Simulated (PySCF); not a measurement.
GeH6O2Si, SMILES [OH][GeH2][O][SiH3].

Geometry: PBE0-D3(BJ)/def2-SVP. This is a generated structure with no PubChem entry under its InChIKey; it may be hypothetical. Other conformers were not sampled.

Method: PBE/def2-TZVP (PySCF).

Gas-phase values at a fixed geometry.

Computed frontier levels, gap, dipole moment and polarisability:
- highest occupied level: -7.11 eV
- lowest empty level: -0.89 eV
- orbital gap: 6.22 eV
- dipole moment: 1.14 D
- quadrupole, principal values (traceless, Buckingham form, about the centre of nuclear charge): -7.46, 1.67, 5.78 D·Å
- mean static polarisability: 63.1 bohr³ (9.35 Å³)
- polarisability, principal values: 58.4, 59.8, 71.1 bohr³
